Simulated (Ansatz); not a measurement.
A nudged elastic band was laid between two geometries of ClFGaH$_{2}$ (5 atoms, charge 0, multiplicity 2).

Computed with UKS PBE0-D4/def2-SVP in Ansatz.

```
movable images  : 5
climbing image  : yes
spring          : 5.0 eV/Å²
optimiser       : quadratic models (default)
start path      : through a guess of the saddle point
force threshold : 0.05 eV/Å
iteration limit : 60
end points      : relaxed
```

Image 0:

```xyz
5
Properties=species:S:1:pos:R:3
Ga 0.166 0.065 0.577
Cl -0.994 -0.979 2.440
H 1.455 -0.762 0.308
H -0.908 0.727 -0.330
F 0.281 0.949 2.215
```

Image 6:

```xyz
5
Properties=species:S:1:pos:R:3
Ga 0.133 -0.246 -0.022
Cl -0.129 0.240 2.079
H 1.382 -1.126 -0.315
H -0.964 0.352 -0.950
F -0.421 0.780 4.418
```

Which bonds break or form, and what moves?

Bonds broken: Ga1–F5. ClFGaH2 becomes ClGaH2 + F.

Give the energies along the band, and the barrier.

The forces met the threshold. The highest image is number 6 of 0 to 6, 34.5 kcal/mol above the first end and 0.0 kcal/mol above the last; the last end lies 34.5 kcal/mol above the first. The highest image is an end point: on this band no image between the ends rises above it.

```json
{"image": "0", "path coordinate (Å)": "0.00", "energy (kcal/mol)": "0.0", "Ga1–F5 (Å)": "1.87"}
{"image": "1", "path coordinate (Å)": "0.65", "energy (kcal/mol)": "18.7", "Ga1–F5 (Å)": "2.53"}
{"image": "2", "path coordinate (Å)": "1.29", "energy (kcal/mol)": "27.5", "Ga1–F5 (Å)": "3.26"}
{"image": "3", "path coordinate (Å)": "1.94", "energy (kcal/mol)": "30.8", "Ga1–F5 (Å)": "3.85"}
{"image": "4", "path coordinate (Å)": "2.59", "energy (kcal/mol)": "33.1", "Ga1–F5 (Å)": "4.33"}
{"image": "5", "path coordinate (Å)": "3.23", "energy (kcal/mol)": "34.5", "Ga1–F5 (Å)": "4.59"}
{"image": "6", "path coordinate (Å)": "3.26", "energy (kcal/mol)": "34.5", "Ga1–F5 (Å)": "4.59"}
```

The band took 12 iterations and of the order of 5 core-minutes.

The run took 2.5 min on 2 threads of Arm Neoverse V2, on a shared host, peak memory 0.23 GiB.
